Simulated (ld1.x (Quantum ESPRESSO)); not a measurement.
# Pseudopotential generation for holmium (Ho): PAW, LDA (PZ), scalar-relativistic.

ld1.x (Quantum ESPRESSO) 7.5 input, shortened:

```
&input
   title='Ho', zed=67., rel=1, dft='PZ', iswitch=3,
   config='[Xe] 4f11 5d0 6s1 6p1'
 /
 &inputp
   pseudotype=3, lpaw=.true., tm=.true., lloc=-1, rcloc=1.15,
   nlcc=.true., rcore=0.65,
   which_augfun='BESSEL', rmatch_augfun=1.05
 /
8
5S  1  0   2.00   0.00  1.75  1.90  0.0
6S  2  0   1.00   0.00  1.75  1.90  0.0
5P  2  1   6.00   0.00  2.05  2.85  0.0
6P  3  1   1.00   0.00  2.05  2.85  0.0
5D  3  2   0.00   0.00  2.40  3.30  0.0
5D  3  2   0.00   0.85  2.40  3.30  0.0
4F  4  3  11.00   0.00  0.95  1.15  0.0
4F  4  3   0.00   1.55  0.95  1.15  0.0
 &test
   configts(1)='4f11 5s2 5p6 5d0 6s1 6p1'
 /
```

All-electron outer shells of the reference configuration (LDA (PZ), scalar-relativistic, ld1.x):

```json
{"shell": "4p", "level (eV)": "-303.85", "outermost node (bohr)": "0.27", "outermost maximum (bohr)": "0.51"}
{"shell": "4d", "level (eV)": "-160.49", "outermost node (bohr)": "0.25", "outermost maximum (bohr)": "0.52"}
{"shell": "5s", "level (eV)": "-52.06", "outermost node (bohr)": "0.62", "outermost maximum (bohr)": "1.13"}
{"shell": "5p", "level (eV)": "-27.51", "outermost node (bohr)": "0.66", "outermost maximum (bohr)": "1.29"}
{"shell": "4f", "level (eV)": "-4.84", "outermost node (bohr)": "–", "outermost maximum (bohr)": "0.52"}
{"shell": "6s", "level (eV)": "-4.81", "outermost node (bohr)": "1.54", "outermost maximum (bohr)": "3.26"}
{"shell": "5d", "level (eV)": "-2.30", "outermost node (bohr)": "0.75", "outermost maximum (bohr)": "2.06"}
{"shell": "6p", "level (eV)": "-1.85", "outermost node (bohr)": "1.88", "outermost maximum (bohr)": "4.57"}
```

Calculated quality:

* Configuration tests: test run stopped at test 4 of 9 (negative rho)
* Lowest eigenvalue of the overlap operator: -2.08 (d channel); it is negative, so in a basis up to 400 Ry S is not positive definite and the file is unfit for use

The ghost test of this file was not conclusive. Its overlap operator is not positive definite in a basis up to 400 Ry (lowest eigenvalue s -0.94, p -0.97, d -2.08), so the file is unfit for use: the generalised eigenproblem breaks down once the basis is large enough, and its test numbers describe a broken file.

Generation and tests took about 3 s on one core of a shared server CPU.
